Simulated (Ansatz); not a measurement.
# Interaction energy ladder

The pair of F⁻ (SMILES [F-], atom 1) and BH$_{3}$O$_{3}$ (SMILES OB(O)O, atoms 2–8), both closed shells, in one local arrangement (a lower one may exist), relaxed at PBE0-D4/def2-TZVPD:

```xyz
8
angstrom
F 1.5002 -0.9454 -1.4701
O 0.6440 -0.7178 0.9002
B -0.2960 0.1546 0.4469
O -1.1899 0.7089 1.3673
O -0.3963 0.5054 -0.8666
H 1.1556 -0.9734 0.0706
H -1.7724 1.2921 0.8769
H 0.3550 -0.0246 -1.3253
```

Program: Ansatz 0.2.0. Basis: def2-TZVPPD, with def2-QZVPPD for the basis limit. Cores are frozen in the correlated methods. B3LYP uses VWN-RPA correlation. Extrapolation: Hartree–Fock as exp(−7.88 √X), correlation as X^−2.97. Interaction energies count from these two fragments, frozen as in the pair, with the counterpoise correction; negative means bound.

(1) What is the interaction energy by CCSD(T) at an estimated basis limit (MP2 extrapolated from triple and quadruple zeta, plus CCSD(T) − MP2 in triple zeta)? (To be estimated.)

(2) Which atoms make the shortest contact between the fragments?

No T1 diagnostic of these runs exceeds 0.023.

## Answers

(1) By the calculation: -60.03 kcal/mol. Hartree–Fock alone gives -56.84 kcal/mol at the basis limit. It counts from the two fragments frozen as in the pair.

The same quantity by other methods in triple zeta, and each one's difference from that estimate:
```tsv
method	E_int (kcal/mol)	difference
PBE-D4	-59.25	0.78
revPBE-D4	-56.55	3.48
BLYP-D4	-56.78	3.25
r2SCAN-D4	-61.94	-1.91
B97M-V	-58.43	1.60
PBE0-D4	-61.37	-1.34
B3LYP-D4	-59.44	0.59
HSE06-D4	-61.30	-1.27
wB97X-V	-59.66	0.37
wB97M-V	-59.66	0.37
B2PLYP	-58.14	1.89
HF	-56.77	3.26
MP2	-57.85	2.18
CCSD	-57.74	2.29
CCSD(T)	-58.10	1.93
```
Differences are method less estimate.

(2) F1 and H8, 1.48 Å apart.

Energy to bend the free fragments (PBE0-D4 minima) into their shapes in the pair, CCSD(T)/def2-TZVPPD: BH$_{3}$O$_{3}$ 8.00 kcal/mol. This must be added to the interaction energy to get the binding energy from relaxed fragments.

Basis-set superposition shift (counterpoise-corrected less uncorrected): CCSD(T) 1.84; MP2 1.82; HF 0.07; PBE0-D4 0.10; wB97M-V 0.08 kcal/mol.

For scale, one of the runs: CCSD(T)/def2-TZVPPD, 248 basis functions, launched by `ansatz run in.yaml --threads 4 --pin off --events-out ev --progress --plain --max-ram 9574MiB`. Hardware: 4 CPU threads of an Arm Neoverse V2, shared host. Wall time 2.2 min; peak host memory 5.8 GiB.
